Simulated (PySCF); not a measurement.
Gas-phase equilibrium of 1 mol H2S, 8.9 mol SO2 at 2500 K and 0.133 bar, among 21 species (S2O, SO2, O2, O, S2, S6, HO2, H2S2, H2O, H, H2O2, H2S, O3, SO, SH, H2, S8, S, SO3, H2SO4, OH). Only gases are allowed; each row takes one source of thermochemistry for all species, and Cantera finds the minimum.

Energies from PySCF (xtb for GFN2), thermal terms from the rigid-rotor harmonic-oscillator model, ideal gas at 1 bar. † marks an energy on the PBE0/def2-TZVP geometry and frequencies; other levels use their own. MP2 freezes the core. Open shells (unrestricted) among the columns below: O2 (multiplicity 3), O (multiplicity 3, electronic degeneracy 9), S2 (multiplicity 3), H (multiplicity 2), SO (multiplicity 3), SH (multiplicity 2, electronic degeneracy 4), S (multiplicity 3, electronic degeneracy 9), OH (multiplicity 2, electronic degeneracy 4); the rest are closed-shell singlets. GFN2 has no spin-polarisation term. Spin-orbit splitting is ignored; it lowers the true energy and changes the entropy of O, SH, S, OH. MP2 isn't extrapolated to the basis-set limit. The harmonic model lacks anharmonicity and excited electronic states, which grow with temperature; levels with a mode under 35 cm⁻¹ are left out.

Molecules larger than those listed are left out.

With GFN2-xTB thermochemistry: SO2 0.83, SO 0.018, O2 3.1e-8, S 0.0072, H2O 0.041, H2 0.048, S2 0.042, O 1.0e-10, H 0.0036, OH 2.5e-5, SH 0.0098.

How far does the composition move with the other sources (M06-2X/def2-TZVP†, MP2/def2-SVP†, MP2/def2-TZVPP†, PBE/def2-TZVP†, ωB97X-V/def2-TZVP†)?


```csv
thermochemistry,x SO2,x SO,x O2,x S,x H2O,x H2,x S2,x O,x H,x OH,x SH
GFN2-xTB,0.83,0.018,3.1e-8,0.0072,0.041,0.048,0.042,1.0e-10,0.0036,2.5e-5,0.0098
M06-2X/def2-TZVP†,0.58,0.27,0.029,0.0089,0.063,0.013,0.0069,0.0062,0.0096,0.013,0.0013
MP2/def2-SVP†,0.16,0.43,0.21,0.077,0.048,0.0060,0.015,0.022,0.017,0.013,0.0028
MP2/def2-TZVPP†,0.71,0.15,0.0015,0.019,0.059,0.020,0.014,0.0010,0.019,0.0032,0.0024
PBE/def2-TZVP†,0.61,0.24,0.026,0.0033,0.049,0.027,0.0076,0.00070,0.019,0.0055,0.0011
ωB97X-V/def2-TZVP†,0.57,0.28,0.037,0.0077,0.056,0.018,0.0059,0.0045,0.012,0.013,0.0020
```
The most sensitive of these is O: it spans a factor of 10^8.3 over these rows; at this temperature one factor of ten is RT ln 10 = 48 kJ/mol.
